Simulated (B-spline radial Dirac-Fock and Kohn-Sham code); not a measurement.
# K-line shifts caused by a second vacancy in Pb²⁺

System: Pb²⁺, configuration [Xe] 4f14 5d10 6s2.

Method: Dirac-Fock (average of configuration) total-energy differences with a finite nucleus, the Breit interaction including its frequency dependence, and self-energy and vacuum-polarisation corrections. Computed with a B-spline atomic structure program. Each two-hole energy is an average over J within one jj subconfiguration, not an observable level; in light atoms, where LS coupling holds, the j-resolved values are not observed lines, and for a K spectator the Kα1 hypersatellite is nearly forbidden. Correlation energy is missing from these numbers.

Lines without a spectator: Kα2 (K-L2) 72800.3 eV, Kα1 (K-L3) 74964.8 eV, Kβ3 (K-M2) 84440.1 eV, Kβ1 (K-M3) 84928.1 eV. Shifts in eV with one spectator hole (a dash: not computed, or left out as unreliable):

```tsv
spectator hole	Kα2	Kα1	Kβ3	Kβ1
K (1s)	+1151.7	+1261.5	+1497.5	+1523.5
L2 (2p1/2)	+153.4	+213.0	–	+388.4
L3 (2p3/2)	+103.2	+118.1	+271.0	–
M2 (3p1/2)	–	+35.0	+63.5	+75.7
M3 (3p3/2)	+16.54	–	+49.7	+51.2
M4 (3d3/2)	+5.28	+2.08	–	–
M5 (3d5/2)	-0.66	+4.08	–	–
```
